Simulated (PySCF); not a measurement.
Compound: C4H3BCl2.
Numbering: `[CH2:1]=[CH:2][C:3]#[C:4][B:5]([Cl:6])[Cl:7]` (hydrogens: H8, H9 on C1; H10 on C2)

Method used: PySCF, PBE0-D3(BJ)/def2-SVP geometry optimisation, gas phase.

Problem. List the bond lengths and angles at this level.

Solution. 
```tsv
bond	length (Å)
C1=C2	1.343
C2–C3	1.418
C3≡C4	1.224
C4–B5	1.505
B5–Cl6, B5–Cl7	1.752
C1–H8	1.093
C1–H9	1.093
C2–H10	1.096
```

Bonds in one row agree within 0.01 Å and their mean is given. A selection of angles:
```tsv
angle	degrees
C2–C1–H8	121.3
C2–C1–H9	120.8
H8–C1–H9	117.9
C1–C2–C3	123.5
C1–C2–H10	119.9
C3–C2–H10	116.6
C2–C3–C4	179.0
C3–C4–B5	179.4
C4–B5–Cl6	120.6
C4–B5–Cl7	120.4
Cl6–B5–Cl7	118.9
```

The 7 heavy atoms lie in one plane (0.010 Å rms). B5 (three-coordinate boron) is planar (angles 120.6°, 120.4° and 118.9°, sum 360.0°, 0.00 Å off the plane of its three neighbours). The C–C distances run from 1.224 Å (C3≡C4, drawn triple) to 1.418 Å (C2–C3, drawn single), a spread of 0.194 Å.

PBE0-D3(BJ)/def2-SVP frequencies: not computed here.
